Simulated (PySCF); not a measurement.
[CrCl4]2-: Cr(II) (d4), charge -2. The structure is a model geometry with rigid ligands and bond lengths from ionic radii, not a minimum; coordination tetrahedral, point group Td, metal–donor distances 2.39 Å.

Method (PySCF 2.14, density fitting): CASSCF(4,5) with orbitals averaged over all microstates of the shell, strongly contracted NEVPT2 on the averaged canonical orbitals; basis x2c-TZVPall on the metal, x2c-SVPall elsewhere; spin-free X2C; IEF-PCM water; spin-orbit coupling by state interaction with the mean-field operator over all roots.

CASSCF energies above the lowest CASSCF root:

```json
{"state": "5T2", "CASSCF / cm⁻¹": "0"}
{"state": "5E", "CASSCF / cm⁻¹": "3092"}
{"state": "3T1", "CASSCF / cm⁻¹": "16773"}
{"state": "3T2", "CASSCF / cm⁻¹": "17955"}
{"state": "3T1", "CASSCF / cm⁻¹": "19226"}
{"state": "3E", "CASSCF / cm⁻¹": "20220"}
{"state": "3T1", "CASSCF / cm⁻¹": "21407"}
{"state": "3T2", "CASSCF / cm⁻¹": "21650"}
{"state": "3T1", "CASSCF / cm⁻¹": "23116"}
{"state": "1A1", "CASSCF / cm⁻¹": "23193"}
{"state": "3T2", "CASSCF / cm⁻¹": "23499"}
{"state": "3A2", "CASSCF / cm⁻¹": "23544"}
{"state": "3E", "CASSCF / cm⁻¹": "24396"}
{"state": "1T1", "CASSCF / cm⁻¹": "25197"}
{"state": "3A1", "CASSCF / cm⁻¹": "26293"}
{"state": "3T1", "CASSCF / cm⁻¹": "26418"}
{"state": "1T2", "CASSCF / cm⁻¹": "27111"}
{"state": "1E", "CASSCF / cm⁻¹": "28390"}
{"state": "1A1", "CASSCF / cm⁻¹": "29084"}
{"state": "1T1", "CASSCF / cm⁻¹": "30157"}
{"state": "3T2", "CASSCF / cm⁻¹": "30230"}
{"state": "3E", "CASSCF / cm⁻¹": "32207"}
```

Problem. How does dynamic correlation (SC-NEVPT2) move these states?

Solution. 
```json
{"state": "5T2", "NEVPT2 / cm⁻¹": "0", "shift / cm⁻¹": "0"}
{"state": "5E", "NEVPT2 / cm⁻¹": "3583", "shift / cm⁻¹": "+491"}
{"state": "3T1", "NEVPT2 / cm⁻¹": "15048", "shift / cm⁻¹": "-1725"}
{"state": "3T2", "NEVPT2 / cm⁻¹": "16721", "shift / cm⁻¹": "-1234"}
{"state": "3T1", "NEVPT2 / cm⁻¹": "17860", "shift / cm⁻¹": "-1366"}
{"state": "3E", "NEVPT2 / cm⁻¹": "19359", "shift / cm⁻¹": "-861"}
{"state": "3T1", "NEVPT2 / cm⁻¹": "19457", "shift / cm⁻¹": "-1950"}
{"state": "3T2", "NEVPT2 / cm⁻¹": "19292", "shift / cm⁻¹": "-2358"}
{"state": "3T1", "NEVPT2 / cm⁻¹": "21478", "shift / cm⁻¹": "-1638"}
{"state": "1A1", "NEVPT2 / cm⁻¹": "19873", "shift / cm⁻¹": "-3320"}
{"state": "3T2", "NEVPT2 / cm⁻¹": "21364", "shift / cm⁻¹": "-2135"}
{"state": "3A2", "NEVPT2 / cm⁻¹": "21472", "shift / cm⁻¹": "-2072"}
{"state": "3E", "NEVPT2 / cm⁻¹": "22321", "shift / cm⁻¹": "-2075"}
{"state": "1T1", "NEVPT2 / cm⁻¹": "22724", "shift / cm⁻¹": "-2473"}
{"state": "3A1", "NEVPT2 / cm⁻¹": "24258", "shift / cm⁻¹": "-2035"}
{"state": "3T1", "NEVPT2 / cm⁻¹": "24735", "shift / cm⁻¹": "-1683"}
{"state": "1T2", "NEVPT2 / cm⁻¹": "25546", "shift / cm⁻¹": "-1565"}
{"state": "1E", "NEVPT2 / cm⁻¹": "25667", "shift / cm⁻¹": "-2724"}
{"state": "1A1", "NEVPT2 / cm⁻¹": "26242", "shift / cm⁻¹": "-2842"}
{"state": "1T1", "NEVPT2 / cm⁻¹": "27445", "shift / cm⁻¹": "-2711"}
{"state": "3T2", "NEVPT2 / cm⁻¹": "25848", "shift / cm⁻¹": "-4382"}
{"state": "3E", "NEVPT2 / cm⁻¹": "28155", "shift / cm⁻¹": "-4053"}
```

The ground state is orbitally degenerate in this regular structure, which would distort (Jahn–Teller). NEVPT2 lifts 5E from 3092 to 3583 cm⁻¹; on the d shell alone such lifts tend to overshoot. Gaps between spin states lean to high spin in this active space.
